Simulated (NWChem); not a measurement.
Everything below was run with NWChem. System: F$_{3}$Sc, charge 0, spin multiplicity 1, at a geometry optimised with PBE/def2-SVP. The structure started from a generated list of species. Level: EOM-CCSD/def2-SVP, 8 core orbitals frozen.

Part of the output:

```
             Northwest Computational Chemistry Package (NWChem) 7.3.0
             --------------------------------------------------------

                                NWChem Input Module
                                -------------------

 Scaling coordinates for geometry "geometry" by  1.889725989
 (inverse scale =  0.529177249)

 Turning off AUTOSYM since
 SYMMETRY directive was detected!

                             Geometry "geometry" -> ""
                             -------------------------

 Output coordinates in angstroms (scale by  1.889725989 to convert to a.u.)

  No.       Tag          Charge          X              Y              Z
 ---- ---------------- ---------- -------------- -------------- --------------
    1 Sc                  21.0000     0.00000000     0.00000000     0.00000700
    2 F                    9.0000     0.00000000     0.00000000     1.83248300
    3 F                    9.0000    -1.58696200     0.00000000    -0.91625000
    4 F                    9.0000     1.58696200     0.00000000    -0.91625000

 Effective nuclear repulsion energy (a.u.)     204.2508348929

            Nuclear Dipole moment (a.u.)
            ----------------------------
        X                 Y               Z
 ---------------- ---------------- ----------------
     0.0000000000     0.0000000000    -0.0000113384

      Symmetry information
      --------------------

 Group name             C2v
 Group number             16
 Group order               4
 No. of unique centers     3

      Symmetry unique atoms

     1    2    3


 Summary of "ao basis" -> "" (spherical)
 ------------------------------------------------------------------------------
       Tag                 Description            Shells   Functions and Types
 ---------------- ------------------------------  ------  ---------------------
 *                          def2-svp                  on all atoms

 Summary of "ao basis" -> "ao basis" (spherical)
 ------------------------------------------------------------------------------
       Tag                 Description            Shells   Functions and Types
 ---------------- ------------------------------  ------  ---------------------
 Sc                         def2-svp                11       31   5s3p2d1f
 F                          def2-svp                 6       14   3s2p1d

                                 NWChem SCF Module
                                 -----------------

  ao basis        = "ao basis"
  functions       =    73
  atoms           =     4
  closed shells   =    24
  open shells     =     0
  charge          =   0.00
  wavefunction    = RHF
  use symmetry    = T
  symmetry adapt  = T

 Summary of "ao basis" -> "ao basis" (spherical)
 ------------------------------------------------------------------------------
       Tag                 Description            Shells   Functions and Types
 ---------------- ------------------------------  ------  ---------------------
 Sc                         def2-svp                11       31   5s3p2d1f
 F                          def2-svp                 6       14   3s2p1d

      Symmetry analysis of basis
      --------------------------

        a1         31
        a2          8
        b1         20
        b2         14

 Forming initial guess at       0.0s

      Superposition of Atomic Density Guess
      -------------------------------------

 Sum of atomic energies:       -1057.50940869

      Non-variational initial energy
      ------------------------------

 Total energy =   -1057.088820
 1-e energy   =   -1863.507203
 2-e energy   =     602.167548
 HOMO         =      -0.660417
 LUMO         =      -0.102753

      Symmetry analysis of molecular orbitals - initial
      -------------------------------------------------

  Numbering of irreducible representations:

     1 a1          2 a2          3 b1          4 b2

  Orbital symmetries:

     1 a1          2 a1          3 a1          4 b1          5 a1
     6 a1          7 b1          8 b2          9 a1         10 a1
    11 b1         12 a1         13 b2         14 b1         15 a1
    16 a1         17 b1         18 a1         19 b2         20 a2
    21 b2         22 b1         23 b1         24 a1         25 a1
[...]
   0.0018509333011   0.3063520705419    8.33627     0.3     0.3

 Iteration  10 using   10 trial vectors
   0.0008897905991   0.3063358974416    8.33583     0.3     0.3

 Iteration  11 using   11 trial vectors
   0.0007361989233   0.3063445712119    8.33606     0.3     0.3

 Iteration  12 using   12 trial vectors
   0.0009031004614   0.3063328405143    8.33574     0.3     0.3

 Iteration  13 using   13 trial vectors
   0.0006122814612   0.3063298095189    8.33566     0.4     0.4

 Iteration  14 using   14 trial vectors
   0.0003848480904   0.3063384461507    8.33590     0.4     0.4

 Iteration  15 using   15 trial vectors
   0.0003357606602   0.3063384717675    8.33590     0.4     0.4

 Iteration  16 using   16 trial vectors
   0.0002343988315   0.3063362772146    8.33584     0.4     0.4

 Iteration  17 using   17 trial vectors
   0.0000901540077   0.3063363056666    8.33584     0.4     0.4

 Iteration  18 using   18 trial vectors
   0.0000477573454   0.3063361899290    8.33584     0.4     0.4

 Iteration  19 using   19 trial vectors
   0.0000431934077   0.3063367623887    8.33585     0.4     0.4

 Iteration  20 using   20 trial vectors
   0.0000341499619   0.3063364000370    8.33584     0.4     0.4

 Iteration  21 using   21 trial vectors
   0.0000194330718   0.3063365347948    8.33584     0.4     0.4

 Iteration  22 using   22 trial vectors
   0.0000121165866   0.3063363819891    8.33584     0.4     0.4

 Iteration  23 using   23 trial vectors
   0.0000073045651   0.3063364155309    8.33584     0.4     0.4
 --------------------------------------------------------------
 Iterations converged
 ------------------

 Excited state root  1
 Excitation energy / hartree =        0.306336415530903
                   / eV      =        8.335841542865580
 largest EOMCCSD amplitudes: R1 and R2

 Singles contributions
    25a1  (alpha) ---    20a2  (alpha)        0.8295759979
    26a1  (alpha) ---    20a2  (alpha)        0.4068186543

 Doubles contributions

 =========================================
 Excited-state calculation ( b1  symmetry)
 =========================================
 Dim. of EOMCC iter. space      500

 EOMCCSD SOLVER TYPE  1
  maxdiff =   0.61178933035314531

 No. of initial right vectors    1

 EOM-CCSD right-hand side iterations
 --------------------------------------------------------------
      Residuum       Omega / hartree  Omega / eV    Cpu    Wall
 --------------------------------------------------------------

 Iteration   1 using    1 trial vectors
   0.8225171039799   0.4959807335222   13.49633     0.5     0.5

 Iteration   2 using    2 trial vectors
   0.1383386976826   0.3145771020738    8.56008     0.3     0.3

 Iteration   3 using    3 trial vectors
   0.0978875909964   0.3032054358277    8.25064     0.3     0.3

 Iteration   4 using    4 trial vectors
   0.0629054339302   0.2947353215465    8.02016     0.3     0.3

 Iteration   5 using    5 trial vectors
   0.0344531946109   0.2896553076901    7.88193     0.3     0.3

 Iteration   6 using    6 trial vectors
   0.0176786021720   0.2893381437381    7.87329     0.4     0.4

 Iteration   7 using    7 trial vectors
   0.0135020542069   0.2887000740433    7.85593     0.4     0.4

 Iteration   8 using    8 trial vectors
   0.0055532292916   0.2888393916586    7.85972     0.4     0.4

 Iteration   9 using    9 trial vectors
   0.0020343956543   0.2888364681239    7.85964     0.4     0.4

 Iteration  10 using   10 trial vectors
   0.0008553311000   0.2888313577910    7.85950     0.4     0.4

 Iteration  11 using   11 trial vectors
   0.0004216608652   0.2888354013479    7.85961     0.4     0.4

 Iteration  12 using   12 trial vectors
   0.0002698273898   0.2888279372778    7.85941     0.4     0.4

 Iteration  13 using   13 trial vectors
   0.0001269977808   0.2888288426293    7.85944     0.4     0.4

 Iteration  14 using   14 trial vectors
   0.0000624627740   0.2888299607821    7.85947     0.4     0.4

 Iteration  15 using   15 trial vectors
   0.0000320255546   0.2888301419177    7.85947     0.4     0.4

 Iteration  16 using   16 trial vectors
   0.0000164529057   0.2888299695678    7.85947     0.4     0.4

 Iteration  17 using   17 trial vectors
   0.0000081801154   0.2888299200987    7.85947     0.4     0.4
 --------------------------------------------------------------
 Iterations converged
 ------------------

 Excited state root  1
 Excitation energy / hartree =        0.288829920098692
                   / eV      =        7.859465361336857
 largest EOMCCSD amplitudes: R1 and R2

 Singles contributions
    25a1  (alpha) ---    24b1  (alpha)       -0.8362345402
    26a1  (alpha) ---    24b1  (alpha)       -0.3924625424

 Doubles contributions

 =========================================
 Excited-state calculation ( b2  symmetry)
 =========================================
 Dim. of EOMCC iter. space      500

 EOMCCSD SOLVER TYPE  1
  maxdiff =   0.61731091196357502

 No. of initial right vectors    1

 EOM-CCSD right-hand side iterations
 --------------------------------------------------------------
      Residuum       Omega / hartree  Omega / eV    Cpu    Wall
 --------------------------------------------------------------

 Iteration   1 using    1 trial vectors
   0.8010435178259   0.5006747431675   13.62406     0.5     0.5

 Iteration   2 using    2 trial vectors
   0.1357743681226   0.3273462978707    8.90755     0.3     0.3

 Iteration   3 using    3 trial vectors
   0.0992673382186   0.3158663590899    8.59516     0.3     0.3

 Iteration   4 using    4 trial vectors
   0.0649468678513   0.3073544324659    8.36354     0.3     0.3

 Iteration   5 using    5 trial vectors
   0.0355868720270   0.3018934952747    8.21494     0.3     0.3

 Iteration   6 using    6 trial vectors
   0.0180573869421   0.3014194636548    8.20204     0.3     0.3

 Iteration   7 using    7 trial vectors
   0.0130920459010   0.3009103111731    8.18819     0.3     0.3

 Iteration   8 using    8 trial vectors
   0.0052737335273   0.3009635996827    8.18964     0.4     0.4

 Iteration   9 using    9 trial vectors
   0.0018118034370   0.3009827883248    8.19016     0.4     0.4

 Iteration  10 using   10 trial vectors
   0.0007122630079   0.3009704844759    8.18983     0.3     0.3

 Iteration  11 using   11 trial vectors
   0.0003367942228   0.3009766037126    8.18999     0.3     0.3

 Iteration  12 using   12 trial vectors
   0.0002394095829   0.3009720421489    8.18987     0.4     0.4

 Iteration  13 using   13 trial vectors
   0.0001469948362   0.3009710728003    8.18984     0.4     0.4

 Iteration  14 using   14 trial vectors
   0.0000629135296   0.3009727087183    8.18989     0.4     0.4

 Iteration  15 using   15 trial vectors
   0.0000302746971   0.3009728788318    8.18989     0.4     0.4

 Iteration  16 using   16 trial vectors
   0.0000224701757   0.3009727716819    8.18989     0.4     0.4

 Iteration  17 using   17 trial vectors
   0.0000202272279   0.3009726966028    8.18989     0.4     0.4

 Iteration  18 using   18 trial vectors
   0.0000165116630   0.3009726921083    8.18989     0.4     0.4

 Iteration  19 using   19 trial vectors
   0.0000140052516   0.3009728538679    8.18989     0.4     0.4

 Iteration  20 using   20 trial vectors
   0.0000063070682   0.3009727481895    8.18989     0.4     0.4
 --------------------------------------------------------------
 Iterations converged
 ------------------

 Excited state root  1
 Excitation energy / hartree =        0.300972748189466
                   / eV      =        8.189888666289130
 largest EOMCCSD amplitudes: R1 and R2

 Singles contributions
    25a1  (alpha) ---    21b2  (alpha)        0.8314933105
    26a1  (alpha) ---    21b2  (alpha)        0.4062334804

 Doubles contributions

 Task  times  cpu:       38.8s     wall:       38.8s

 Total times  cpu:       38.8s     wall:       38.8s
```

Question: Write an NWChem input that would produce this output.

Answer: One answer among several that fit: 
```
start mol
memory heap 100 mb stack 700 mb global 1900 mb
geometry units angstroms nocenter noautoz
  Sc     0.000000     0.000000     0.000007
  F      0.000000     0.000000     1.832483
  F     -1.586962     0.000000    -0.916250
  F      1.586962     0.000000    -0.916250
  symmetry group C2v
end
basis spherical
  * library def2-svp
end
scf
  rhf
  nopen 0
  maxiter 100
  thresh 1e-7
  semidirect memsize 60000000 filesize 0
end
tce
  freeze core 8
  ccsd
  nroots 1
  2eorb
  2emet 13
  thresh 1e-5
  maxiter 200
  tilesize 24
end
task tce energy
```
